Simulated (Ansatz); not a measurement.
Total energies of `F[CH2][GaH][I]`.

```xyz
7

F     0.954   -1.795   -0.058
C    -0.142   -0.945   -0.067
Ga    0.403    0.956    0.083
I    -1.539    2.530    0.075
H    -0.802   -1.214    0.764
H    -0.702   -1.104   -0.995
H     1.828    1.572    0.199
```

Total charge 0; spin multiplicity 1. Correlated methods include outer-core shells of Ga, I, which these sets cover unevenly. Scalar relativity is left out up to krypton. I: def2 effective core potential. The structure was optimised at the PBE0-D4/def2-TZVP level. It is one conformer, not always the lowest. Basis def2-TZVPP, the Gaussian-basis code of Ansatz.

RPA on PBE orbitals: Hartree–Fock energy of these orbitals -2358.99475 Eh, correlation -1.61786 Eh (frozen core).

| functional | kind | energy without D4 (Eh) | D4 term (kJ/mol) |
| --- | --- | --- | --- |
| LDA (SPW92) | LDA | -2357.95424 | – |
| PBE | GGA | -2361.95504 | -14.9 |
| revPBE | GGA | -2362.26333 | -37.0 |
| BLYP | GGA | -2362.39430 | -31.3 |
| r2SCAN | meta-GGA | -2362.44950 | -3.4 |
| B97M-V | meta-GGA with VV10 | -2361.98738 | – |
| PBE0 | global hybrid, 25 % exact exchange | -2362.02598 | -12.8 |
| B3LYP | global hybrid, 20 % | -2362.55848 | -24.3 |
| r2SCANh | meta-GGA hybrid, 10 % | -2362.42140 | -3.7 |
| r2SCAN0 | meta-GGA hybrid, 25 % | -2362.38086 | -4.2 |
| HSE06 (plane-wave form) | screened hybrid | -2362.01758 | -12.2 |
| BHLYP | global hybrid, 50 % | -2362.27345 | -22.8 |
| CAM-B3LYP | range-separated hybrid | -2362.48597 | -13.4 |
| LC-ωPBE | long-range corrected hybrid | -2362.11630 | – |
| ωB97X-V | range-separated hybrid GGA with VV10 | -2362.17493 | – |
| ωB97M-V | range-separated hybrid meta-GGA with VV10 | -2362.23953 | – |
| B2PLYP | double hybrid | -2361.78676 | – |
| PBE-QIDH | double hybrid | -2361.51852 | – |

B3LYP takes the VWN-RPA correlation (the form of Gaussian; ORCA's B3LYP/G). HSE06 is the plane-wave form, built on full-range PBE exchange. The double hybrids freeze the cores in their second-order part.

LC-ωPBE has ω = 0.4 bohr⁻¹.
